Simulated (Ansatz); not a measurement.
Born–Oppenheimer molecular dynamics of FH$_{6}$N$_{3}$Si (11 atoms, charge 0, multiplicity 1). It starts from a relaxed structure.

These are results of Ansatz 0.2.0, RKS PBE-D4/def2-SVP, not measurements.

```
ensemble                      : NVE (velocity Verlet)
time step                     : 0.5 fs
steps asked                   : 250
starting velocities drawn for : 1500 K
seed                          : 355442
```

First frame:

```xyz
11
Properties=species:S:1:pos:R:3
Si 0.018 -0.014 -0.161
F 0.117 -0.091 1.490
N 1.606 -0.120 -0.829
H 2.343 -0.630 -0.339
H 1.975 0.719 -1.282
N -0.709 1.486 -0.615
H -1.644 1.442 -1.024
H -0.600 2.315 -0.028
N -0.948 -1.328 -0.729
H -1.683 -1.726 -0.140
H -0.470 -2.054 -1.266
```

(1) How far do the bonds stretch over the last three quarters of this one trajectory? (Pairs bonded in most of those frames.)

Answers

(1) 
```json
{"bond": "Si1–F2", "mean (Å)": "1.653", "spread (Å)": "0.014", "shortest": "1.63", "longest": "1.68"}
{"bond": "Si1–N3", "mean (Å)": "1.754", "spread (Å)": "0.072", "shortest": "1.61", "longest": "1.87"}
{"bond": "Si1–N6", "mean (Å)": "1.754", "spread (Å)": "0.047", "shortest": "1.66", "longest": "1.83"}
{"bond": "Si1–N9", "mean (Å)": "1.758", "spread (Å)": "0.076", "shortest": "1.64", "longest": "1.87"}
{"bond": "N3–H4", "mean (Å)": "1.030", "spread (Å)": "0.032", "shortest": "0.97", "longest": "1.09"}
{"bond": "N3–H5", "mean (Å)": "1.028", "spread (Å)": "0.032", "shortest": "0.96", "longest": "1.09"}
{"bond": "N6–H7", "mean (Å)": "1.027", "spread (Å)": "0.011", "shortest": "1.00", "longest": "1.05"}
{"bond": "N6–H8", "mean (Å)": "1.029", "spread (Å)": "0.020", "shortest": "1.00", "longest": "1.07"}
{"bond": "N9–H10", "mean (Å)": "1.032", "spread (Å)": "0.039", "shortest": "0.97", "longest": "1.10"}
{"bond": "N9–H11", "mean (Å)": "1.030", "spread (Å)": "0.029", "shortest": "0.98", "longest": "1.09"}
```

Mean temperature of the second half: 755 K. The conserved energy stayed within 0.6 meV per atom of its start (net change 0.39 meV per atom), so the integration is sound. Over the second half the temperature averaged 0.50 of the 1500 K drawn at the start: a run that starts near a minimum puts about half its kinetic energy into the potential. A run of 0.12 ps of so small a system gives no equilibrium averages.

The run took 4 min on 4 threads of Arm Neoverse V1, on a shared host, peak memory 0.15 GiB.
